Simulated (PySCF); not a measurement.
A species of formula C5H8F3P has this rotational fingerprint, computed with PBE0/pcSseg-1 in PySCF (dipole) on a GFN2-xTB geometry, gas phase:

- Rotational constants: A = 2659, B = 738.8, C = 694.2 MHz
- Dipole components: |μa| = 1.44 D, |μb| = 0.56 D, |μc| = 2.65 D
- Inertial defect: -146.21 u·Å²
- κ: -0.95

Question: Which structure is it? (One computed conformer of each.)
A. `[CH3:1][CH:2]([CH3:3])/[CH:4]=[P:5]\[C:6]([F:7])([F:8])[F:9]` with C1–C2–C4–P5 -103°
B. `[CH3:1]/[CH:2]=[P:3]/[CH2:4][CH2:5][C:6]([F:7])([F:8])[F:9]` with C2–P3–C4–C5 -72°, P3–C4–C5–C6 -60°
C. `[CH2:1]=[CH:2][P:3]([CH2:4][CH3:5])[C:6]([F:7])([F:8])[F:9]` with C1–C2–P3–C4 137°, C2–P3–C4–C5 -75°
D. `[CH3:1][CH2:2][P:3]([CH3:4])[C:5]([F:6])=[C:7]([F:8])[F:9]` with C1–C2–P3–C4 -176°, C2–P3–C5–F6 -4°
E. `[CH2:1]=[C:2]([CH3:3])[P:4]([CH3:5])[C:6]([F:7])([F:8])[F:9]` with C1–C2–P4–C5 30°
F. `[CH3:1][CH2:2][CH2:3][PH:4][C:5]([F:6])=[C:7]([F:8])[F:9]` with C1–C2–C3–P4 179°, C2–C3–P4–C5 53°, C3–P4–C5–F6 -110°

Answer: B. It is C/C=P/CCC(F)(F)F, a near-prolate asymmetric top, point group C1. The candidates at the same level (rigid rotor, commonest isotopes):

```json
{"SMILES": "CC(C)/C=P\\C(F)(F)F", "A (MHz)": "2215", "B (MHz)": "867.3", "C (MHz)": "812.3", "μa (D)": "2.76", "μb (D)": "0.30", "μc (D)": "0.11", "Δ (u·Å²)": "-188.66", "point group": "C1", "rotor": "near-prolate asymmetric top"}
{"SMILES": "C=C(C)P(C)C(F)(F)F", "A (MHz)": "1910", "B (MHz)": "1210", "C (MHz)": "941.4", "μa (D)": "2.00", "μb (D)": "0.89", "μc (D)": "0.34", "Δ (u·Å²)": "-145.47", "point group": "C1", "rotor": "asymmetric top"}
{"SMILES": "C/C=P/CCC(F)(F)F", "A (MHz)": "2659", "B (MHz)": "738.8", "C (MHz)": "694.2", "μa (D)": "1.44", "μb (D)": "0.56", "μc (D)": "2.65", "Δ (u·Å²)": "-146.21", "point group": "C1", "rotor": "near-prolate asymmetric top"}
{"SMILES": "C=CP(CC)C(F)(F)F", "A (MHz)": "1711", "B (MHz)": "1130", "C (MHz)": "828.5", "μa (D)": "2.65", "μb (D)": "0.15", "μc (D)": "0.63", "Δ (u·Å²)": "-132.58", "point group": "C1", "rotor": "asymmetric top"}
{"SMILES": "CCP(C)C(F)=C(F)F", "A (MHz)": "2002", "B (MHz)": "914.7", "C (MHz)": "748.3", "μa (D)": "1.70", "μb (D)": "0.64", "μc (D)": "0.83", "Δ (u·Å²)": "-129.59", "point group": "C1", "rotor": "asymmetric top"}
{"SMILES": "CCCPC(F)=C(F)F", "A (MHz)": "1698", "B (MHz)": "804.9", "C (MHz)": "755.1", "μa (D)": "2.11", "μb (D)": "0.31", "μc (D)": "0.02", "Δ (u·Å²)": "-256.26", "point group": "C1", "rotor": "asymmetric top"}
```

`CCP(C)C(F)=C(F)F` has A 25 % too low; `CC(C)/C=P\C(F)(F)F` has B 17 % too high; `C=CP(CC)C(F)(F)F` has B 53 % too high; `C=C(C)P(C)C(F)(F)F` has B 64 % too high; `CCCPC(F)=C(F)F` has A 36 % too low. No structure here is proved a minimum.
